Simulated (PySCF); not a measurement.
One molecule, a ladder of functionals, a line

Molecule: SMILES N#C[SiH2][SiH2][SiH2]N, CH₈N₂Si₃.

Geometry:
```json
{"atom": "N1", "x (Å)": "-0.953", "y (Å)": "2.497", "z (Å)": "0.995"}
{"atom": "C2", "x (Å)": "-1.415", "y (Å)": "1.447", "z (Å)": "0.820"}
{"atom": "Si3", "x (Å)": "-1.997", "y (Å)": "-0.305", "z (Å)": "0.523"}
{"atom": "Si4", "x (Å)": "-0.348", "y (Å)": "-1.355", "z (Å)": "-0.794"}
{"atom": "Si5", "x (Å)": "1.559", "y (Å)": "0.057", "z (Å)": "-0.861"}
{"atom": "N6", "x (Å)": "1.945", "y (Å)": "0.829", "z (Å)": "0.631"}
{"atom": "H7", "x (Å)": "-3.343", "y (Å)": "-0.196", "z (Å)": "-0.108"}
{"atom": "H8", "x (Å)": "-2.127", "y (Å)": "-0.904", "z (Å)": "1.883"}
{"atom": "H9", "x (Å)": "-0.942", "y (Å)": "-1.620", "z (Å)": "-2.144"}
{"atom": "H10", "x (Å)": "-0.082", "y (Å)": "-2.676", "z (Å)": "-0.138"}
{"atom": "H11", "x (Å)": "1.257", "y (Å)": "1.102", "z (Å)": "-1.884"}
{"atom": "H12", "x (Å)": "2.718", "y (Å)": "-0.782", "z (Å)": "-1.295"}
{"atom": "H13", "x (Å)": "1.369", "y (Å)": "1.599", "z (Å)": "0.957"}
{"atom": "H14", "x (Å)": "2.354", "y (Å)": "0.311", "z (Å)": "1.399"}
```

GIAO shieldings (ppm, equivalent atoms averaged) in PySCF 2.14.0 with density-fitted response routines on the PBE0-D3(BJ)/def2-SVP geometry, basis pcSseg-1, gas phase, non-relativistic:

| functional | exact exchange (%) | σ(N1) | σ(Si5) | σ(Si3) |
| --- | --- | --- | --- | --- |
| BLYP | 0 | -107.2 | 375.7 | 425.8 |
| BP86 | 0 | -103.1 | 384.8 | 435.7 |
| PBE | 0 | -104.4 | 386.1 | 438.1 |
| B3LYP | 20 | -110.4 | 388.7 | 434.9 |
| PBE0 | 25 | -107.9 | 401.8 | 448.6 |
| BHandHLYP | 50 | -114.7 | 407.8 | 449.1 |
| HF | 100 | -120.1 | 441.6 | 476.3 |

(1) Fit each shielding as a line in the percentage of exact exchange.

(2) What does the line predict for mPW1PW91 (25 %), and what does the run give?

## Answers

(1) σ(N1) = -105.3 − 0.16 x (rms 1.6 ppm); σ(Si5) = 381.7 + 0.59 x (rms 4.3 ppm); σ(Si3) = 432.4 + 0.42 x (rms 5.0 ppm). The functionals also differ in their semilocal parts, which the line can't hold; Hartree–Fock has no correlation at all.

(2) σ(N1): -109.3 predicted, -108.5 computed; σ(Si5): 396.4 predicted, 400.0 computed; σ(Si3): 442.9 predicted, 445.6 computed ppm.
